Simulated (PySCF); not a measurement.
Magnetisability: SMILES CO/C=C\C(=O)Cl, C4H5ClO2

Geometry (Å), atoms numbered from 1 in this order:
```xyz
12

C    -2.0450    0.4031    0.6971
O    -0.6671    0.5104    0.4044
C     0.0231   -0.6164    0.3229
C     1.3329   -0.7166    0.0262
C     2.2791    0.3275   -0.2805
O     3.4373    0.1826   -0.5280
Cl    1.6034    1.9668   -0.2775
H    -2.4048    1.4197    0.8413
H    -2.5855   -0.0593   -0.1339
H    -2.2139   -0.1783    1.6076
H    -0.5264   -1.5352    0.5228
H     1.7681   -1.7050    0.0073
```

Method: GIAO CAM-B3LYP/pcSseg-1 magnetisability, rotational g tensor and spin-rotation constants, non-relativistic, gas phase in PySCF. Geometry: GFN2-xTB.

Problem. What are the magnetisability and the molar susceptibility?

Solution. Isotropic -983 × 10⁻³⁰ J/T², or -59.2 × 10⁻⁶ cm³/mol; principal values -1057, -962, -931 × 10⁻³⁰ J/T², anisotropy 114 × 10⁻³⁰ J/T² (root of half the summed squared differences of the principal values). The susceptibility is in cgs units.

Problem. Split it along the inertial axes a, b, c into diamagnetic and paramagnetic parts about the centre of mass, with the quadrupole moment.

Solution. 
| axis | χ (10⁻⁶ cm³/mol) | diamagnetic (10⁻⁶ cm³/mol) | paramagnetic (10⁻⁶ cm³/mol) | summed x² of all electrons (Å²) | quadrupole Θ (D Å) |
| --- | --- | --- | --- | --- | --- |
| a | -57.6 | -355.9 | 298.3 | 206.9 | +2.14 |
| b | -56.4 | -927.2 | 870.9 | 72.2 | +0.99 |
| c | -63.7 | -1184.0 | 1120.3 | 11.7 | -3.13 |

Anisotropies 2χaa − χbb − χcc = +4.7 and 2χbb − χaa − χcc = +8.6 × 10⁻⁶ cm³/mol. Θ is traceless in Buckingham's convention.

Problem. And the rotational g tensor?

Solution. 
```tsv
axis	rotational constant (GHz)	g	nuclear part	electronic part
a	4.3002	-0.0516	0.5510	-0.6026
b	1.4084	-0.0173	0.5589	-0.5762
c	1.0682	-0.0082	0.5540	-0.5622
```
Asymmetric top; isotopes 12C, 35Cl, 1H, 16O; no vibrational averaging.
